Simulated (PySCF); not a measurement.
## Core-level binding energies of Ge(SH)2Cl2

Ge(SH)2Cl2.
Bonds: Ge1–S2, Ge1–S4, Ge1–Cl6, Ge1–Cl7. Hydrogens: H3 on S2; H5 on S4.

Computed with delta-SCF UKS SCAN, pcX-2 on the ionised atom, pcseg-1 elsewhere, spin-free X2C in PySCF. These are vertical core ionisation energies against the vacuum level, from separate self-consistent calculations with and without the core hole.

Q: Give the core binding energies atom by atom.

A: 
```json
{"atom(s)": "Cl6/Cl7", "bonded to": "Ge", "level": "Cl 2p3/2", "binding energy (eV)": "205.93", "2p1/2 (eV)": "207.58", "count": "2"}
{"atom(s)": "S2/S4", "bonded to": "H and Ge", "level": "S 1s", "binding energy (eV)": "2477.81", "2p1/2 (eV)": "–", "count": "2"}
{"atom(s)": "Cl6/Cl7", "bonded to": "Ge", "level": "Cl 1s", "binding energy (eV)": "2828.51", "2p1/2 (eV)": "–", "count": "2"}
```

Q: Which effective nuclear charge Zeff reproduces each element's mean 1s value in the hydrogen-like formula E = 13.606 eV × Zeff²?

A: S (Z = 16): mean 2477.8 eV, Zeff = 13.50, Z − Zeff = 2.50; Cl (Z = 17): mean 2828.5 eV, Zeff = 14.42, Z − Zeff = 2.58. Means run over the listed sites, weighted by atom count.

Q: Give the binding energy of Cl 2p3/2 of Cl6/Cl7 in hartree and in kJ/mol.

A: 205.93 eV = 7.5678 Eh = 19869 kJ/mol.

Atoms equivalent by their bonding share one computed value, that of the first of them. Not every level is listed. Spin–orbit and ligand-field terms were added within each 2p shell after the spin-free SCF. 2p1/2 minus 2p3/2 (ligand field included): Cl 1.65 eV. No level of germanium is listed. Isolated species at its PBE0-D3(BJ)/def2-SVP geometry (one conformer only).
